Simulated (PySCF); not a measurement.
**Working with the constants of BeO**

RHF-CCSD(T) constants of BeO, ¹Σ⁺ (singlet), closed shell (Be aug-cc-pVDZ, O aug-cc-pVDZ; no relativity (PySCF 2.14); masses 9.0122 and 15.9949 u):

- ωe: 1387.1 cm⁻¹
- ωexe: 12.8 cm⁻¹
- Be: 1.5828 cm⁻¹
- αe: 0.0214 cm⁻¹
- De to Be + O: 3.86 eV

Problem. What force constant and bond length do these constants imply?

Solution. Reduced mass μred = 5.7643 u; k = 5.8918×10⁻⁷·μred·ωe² (u, cm⁻¹, mdyn/Å) = 6.53 mdyn/Å; Re = √(16.8576/(μred·Be)) (u, cm⁻¹, Å) = 1.359 Å.

Problem. Estimate the centrifugal constant D from the Kratzer relation and find the Dunham coefficient a1.

Solution. D = 4Be³/ωe² = 8.24e-06 cm⁻¹; a1 = −1 − αeωe/(6Be²) = -2.97.

Measured values (Huber and Herzberg, Constants of Diatomic Molecules (1979)): ωe = 1487.32 cm⁻¹, ωexe = 11.83 cm⁻¹, Be = 1.651 cm⁻¹, αe = 0.019 cm⁻¹.

Correlated steps freeze 1 core orbital. Correlated levels converge slowly with the basis: in double zeta they bind strong bonds too weakly, by up to about 1 eV, and carry superposition errors of some tenths. Where the molecule has an RHF reference, its open-shell atoms are computed with UHF. The CCSD T1 diagnostic is raised, a sign that a single reference may not be enough here.
